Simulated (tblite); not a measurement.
Species: C6H12FGeN.
Atom-mapped SMILES: `[CH3:1]/[N:2]=[CH:3]/[C:4]([GeH3:5])=[C:6](/[CH3:7])[CH2:8][F:9]` (hydrogens: H10, H11, H12 on C1; H13 on C3; H14, H15, H16 on Ge5; H17, H18, H19 on C7; H20, H21 on C8)

Computed with GFN2-xTB (tblite), gas phase: L-BFGS steps from a force-field or distance-geometry start until the largest atomic force falls under 0.01 eV/Å.

Step 22: E = -775.3175 eV
```
atom  x, y, z in Å  |  force x, y, z in eV/Å
C1      3.3883    0.6116   -0.0663    0.015  -0.006   0.002
N2      2.1650   -0.1319    0.0408   -0.014   0.037  -0.005
C3      1.0625    0.4884    0.0045   -0.025   0.018   0.000
C4     -0.1559   -0.2747    0.1092   -0.014  -0.023   0.004
Ge5     0.1113   -2.2072    0.3054    0.018  -0.034   0.002
C6     -1.3772    0.2828    0.0785   -0.007  -0.009   0.002
C7     -2.6088   -0.5581    0.2022    0.000  -0.006  -0.002
C8     -1.5742    1.7729   -0.0561   -0.001   0.002   0.003
F9     -1.0476    2.4466    1.0276    0.004   0.012  -0.002
H10     4.2235   -0.0836   -0.0110    0.008  -0.026   0.005
H11     3.4386    1.1552   -1.0147    0.010  -0.010   0.000
H12     3.4772    1.3436    0.7416    0.009  -0.009   0.005
H13     1.0030    1.5770   -0.0968    0.022   0.017  -0.005
H14     1.5122   -2.6844    0.2999   -0.006   0.035  -0.003
H15    -0.5477   -2.6640    1.5744    0.002   0.002  -0.016
H16    -0.6326   -2.9040   -0.7995    0.005   0.004   0.014
H17    -2.6477   -1.2839   -0.6114   -0.011  -0.002   0.005
H18    -2.5820   -1.1201    1.1368   -0.009  -0.001  -0.005
H19    -3.5170    0.0390    0.1825    0.016   0.000  -0.007
H20    -1.0655    2.1723   -0.9420   -0.016   0.000  -0.011
H21    -2.6344    2.0394   -0.0957   -0.007  -0.002   0.015
```

Step 23: E = -775.3178 eV
```
atom  x, y, z in Å  |  force x, y, z in eV/Å
C1      3.3884    0.6097   -0.0659    0.022  -0.007   0.002
N2      2.1641   -0.1318    0.0410   -0.009   0.027  -0.005
C3      1.0621    0.4892    0.0044   -0.012   0.024   0.000
C4     -0.1560   -0.2739    0.1090   -0.031  -0.012   0.004
Ge5     0.1121   -2.2055    0.3052    0.031  -0.053   0.003
C6     -1.3774    0.2833    0.0786   -0.032  -0.005   0.003
C7     -2.6091   -0.5582    0.2018    0.002  -0.011  -0.005
C8     -1.5757    1.7740   -0.0557    0.013  -0.005   0.004
F9     -1.0457    2.4485    1.0263   -0.009   0.004  -0.008
H10     4.2228   -0.0871   -0.0103   -0.004  -0.011   0.004
H11     3.4393    1.1537   -1.0142    0.013  -0.013  -0.002
H12     3.4776    1.3421    0.7417    0.014  -0.012   0.007
H13     1.0040    1.5778   -0.0969    0.016   0.020  -0.005
H14     1.5139   -2.6812    0.2995   -0.013   0.036  -0.003
H15    -0.5455   -2.6641    1.5744    0.000   0.005  -0.018
H16    -0.6300   -2.9043   -0.7998    0.003   0.006   0.015
H17    -2.6486   -1.2856   -0.6103   -0.004   0.007  -0.005
H18    -2.5830   -1.1212    1.1355   -0.004   0.003   0.010
H19    -3.5180    0.0379    0.1821    0.020   0.004  -0.008
H20    -1.0679    2.1728   -0.9424   -0.019   0.000  -0.015
H21    -2.6361    2.0409   -0.0942    0.005  -0.007   0.023
```

Problem. Estimate the geometry and energy of step 24. (The exact step hangs on the optimiser's Hessian estimate; all steps are aligned on step 23, rigid shifts and turns removed.)

Solution. E = -775.3182 eV, largest force 0.061 eV/Å
```
atom  x, y, z in Å  |  force x, y, z in eV/Å
C1      3.3887    0.6072   -0.0654    0.019  -0.008   0.002
N2      2.1626   -0.1311    0.0412   -0.004   0.009  -0.004
C3      1.0611    0.4906    0.0043    0.005   0.025   0.000
C4     -0.1567   -0.2730    0.1088   -0.036   0.004   0.003
Ge5     0.1136   -2.2042    0.3050    0.033  -0.051   0.003
C6     -1.3783    0.2840    0.0787   -0.046  -0.001   0.003
C7     -2.6097   -0.5585    0.2014    0.001  -0.015  -0.006
C8     -1.5775    1.7753   -0.0551    0.023  -0.013   0.002
F9     -1.0432    2.4510    1.0245   -0.022  -0.007  -0.014
H10     4.2217   -0.0922   -0.0094   -0.018   0.004   0.003
H11     3.4403    1.1514   -1.0135    0.019  -0.016  -0.003
H12     3.4783    1.3398    0.7420    0.020  -0.013   0.009
H13     1.0055    1.5793   -0.0972    0.003   0.021  -0.006
H14     1.5163   -2.6765    0.2991   -0.010   0.032  -0.002
H15    -0.5425   -2.6641    1.5741   -0.003   0.005  -0.016
H16    -0.6264   -2.9044   -0.8000   -0.001   0.005   0.012
H17    -2.6498   -1.2877   -0.6091    0.004   0.016  -0.019
H18    -2.5841   -1.1226    1.1342    0.001   0.008   0.027
H19    -3.5191    0.0364    0.1815    0.017   0.010  -0.008
H20    -1.0716    2.1734   -0.9432   -0.023  -0.003  -0.016
H21    -2.6382    2.0428   -0.0917    0.018  -0.013   0.030
```

The energy changes by -0.0004 eV. The first-order estimate −F·Δx gives -0.0005 eV and the mean of the old and new forces, exact on a quadratic surface, -0.0004 eV. The step makes an angle of 71° with the force vector and moves no atom by more than 0.005 Å.

What follows is the cost of the whole relaxation. Hardware: one thread of an Arm Neoverse V1, no GPU, on a shared host. Cost: 2.4 s wall.
